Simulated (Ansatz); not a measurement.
Input for Ansatz (development build ahead of 0.2.0):

```yaml
crystal:
  periodic: [false, false, false]
  atoms:
    - { symbol: C, position_ang: [2.28143, 0.0, 0.0] }
    - { symbol: C, position_ang: [1.84571, 1.34099, 0.0] }
    - { symbol: C, position_ang: [0.705, 2.16977, 0.0] }
    - { symbol: C, position_ang: [-0.705, 2.16977, 0.0] }
    - { symbol: C, position_ang: [-1.84571, 1.34099, 0.0] }
    - { symbol: C, position_ang: [-2.28143, 0.0, 0.0] }
    - { symbol: C, position_ang: [-1.84571, -1.34099, 0.0] }
    - { symbol: C, position_ang: [-0.705, -2.16977, 0.0] }
    - { symbol: C, position_ang: [0.705, -2.16977, 0.0] }
    - { symbol: C, position_ang: [1.84571, -1.34099, 0.0] }
    - { symbol: H, position_ang: [3.36643, 0.0, 0.0] }
    - { symbol: H, position_ang: [2.7235, 1.97874, 0.0] }
    - { symbol: H, position_ang: [1.04028, 3.20166, 0.0] }
    - { symbol: H, position_ang: [-1.04028, 3.20166, 0.0] }
    - { symbol: H, position_ang: [-2.7235, 1.97874, 0.0] }
    - { symbol: H, position_ang: [-3.36643, 0.0, 0.0] }
    - { symbol: H, position_ang: [-2.7235, -1.97874, 0.0] }
    - { symbol: H, position_ang: [-1.04028, -3.20166, 0.0] }
    - { symbol: H, position_ang: [1.04028, -3.20166, 0.0] }
    - { symbol: H, position_ang: [2.7235, -1.97874, 0.0] }
basis:
  gaussian: { orbitals: def2-SVP }
magnetization:
  initial_magnetization: 2
hamiltonian:
  xc: pbe0
```

The input is written out in the form of the current development build from the run's settings.

The run gave:

* Converged: yes
* Total energy: -386.09644 hartree
* Spin squared of the determinant: 2.000
* Stability test: minimum among restricted orbitals

Caution: another spin multiplicity may lie lower.
